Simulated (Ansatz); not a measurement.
Consider the hydrogenolysis of the Si–O bond: `O[SiH2][SiH2]O[SiH3]` + H₂ → `O[SiH2][SiH3]` + `O[SiH3]`.

Gas-phase electronic energies from Ansatz, PBE0-D4/def2-TZVP geometries. CCSD(T)/CBS is the MP2 limit (def2-TZVPP, def2-QZVPP) plus CCSD(T) − MP2 in def2-TZVPP, frozen cores. This one scheme is used for every species. DFT in def2-TZVPP. One conformer a species, not always the lowest.

CCSD(T)/CBS gives +77.8 kJ/mol.

Problem. Another level gave +74.3 kJ/mol. Which?
A. MP2/def2-TZVPP
B. revPBE/def2-TZVPP
C. ωB97X-V/def2-TZVPP
D. LDA (SPW92)/def2-TZVPP

Solution. C. ωB97X-V 74.3, LDA (SPW92) 66.5, MP2/def2-TZVPP 80.9, revPBE 53.8 kJ/mol.

Largest T1 diagnostic among the species: 0.012.

In def2-TZVPP, CCSD(T) changes the Hartree–Fock value by +5.9 kJ/mol (the triples alone add +2.4 kJ/mol) and MP2 by +12.5 kJ/mol. At CCSD(T), def2-SVP lies −17.0 kJ/mol from the extrapolated value and def2-TZVPP −3.5 kJ/mol.
